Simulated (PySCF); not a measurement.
**A small calculation by hand: refractive index and permittivity of the vapour**

C4H2ClFSi, SMILES C#C[Si](F)(Cl)C#C.

Geometry: ωB97X-D3(BJ)/def2-SVP. This is a generated structure with no PubChem entry under its InChIKey; it may be hypothetical.

PySCF with PBE0/def2-TZVP gives a mean static polarisability of 74.3 bohr³ and a dipole moment of 2.51 D. Take an ideal gas at 298.15 K and 0.01 bar, whether or not the substance is that volatile.

### Question
Work out n − 1 in the optical limit and the static ε − 1.

### Answer

Polarisability volume α' = 74.3 × 0.148185 = 11.01 Å³. Number density N = p/kT = 2.43e-7 Å⁻³.
Dilute limit of Lorentz–Lorenz: n − 1 = 2π N α' = 1.7e-5.
Orientation term of Debye: μ²/(3kT) = 8.098 Å³ × μ²(D²) = 51.02 Å³.
ε − 1 = 4π N (α' + μ²/3kT) = 0.00019. Orientation of the dipole supplies 82 % of the static response; it can't follow optical fields. Vibrational polarisation and dispersion are left out.
